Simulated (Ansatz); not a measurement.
`CN([SiH2]O)[SiH](O)F`, relaxed with RKS PBE0-D4/def2-TZVP in Ansatz 0.2.0 from a GFN2-xTB geometry. The force threshold is 0.005 eV/Å; the program also tests the step.

Charge 0, multiplicity 1.

Start:

```xyz
15

C     0.973    1.575   -0.296
N     0.270    0.316   -0.130
Si    0.113   -0.662   -1.575
O    -0.700   -2.013   -1.234
Si   -0.640    0.100    1.301
O    -0.920   -1.493    1.491
F     0.267    0.564    2.553
H     0.347    2.318   -0.796
H     1.275    1.972    0.671
H     1.862    1.418   -0.903
H     1.480   -0.969   -2.002
H    -0.660    0.064   -2.583
H    -0.865   -2.202   -0.308
H    -1.870    0.861    1.435
H    -0.933   -1.848    2.376
```

(1) How much energy does the relaxation release, and in how many steps? (Best estimate.)

(2) Which bonds change most? (Best estimate.)

(3) Give the relaxed structure. (Estimate.)

Results:

(1) The calculation gave: 0.13 eV, in 18 steps, 2 of them rejected.

(2) The calculation gave: Si5–H14 from 1.453 to 1.479 Å; Si3–H11 from 1.464 to 1.489 Å; Si3–H12 from 1.463 to 1.485 Å; Si3–O4 from 1.613 to 1.633 Å.

(3) The calculation gave: 
```xyz
15

C     0.925    1.603   -0.339
N     0.178    0.358   -0.123
Si    0.101   -0.661   -1.531
O    -0.807   -1.986   -1.238
Si   -0.538    0.086    1.387
O    -0.723   -1.539    1.548
F     0.430    0.647    2.524
H     0.327    2.353   -0.866
H     1.259    2.031    0.607
H     1.824    1.410   -0.934
H     1.504   -0.989   -1.906
H    -0.524    0.071   -2.663
H    -0.788   -2.296   -0.325
H    -1.831    0.758    1.642
H    -1.337   -1.844    2.219
```
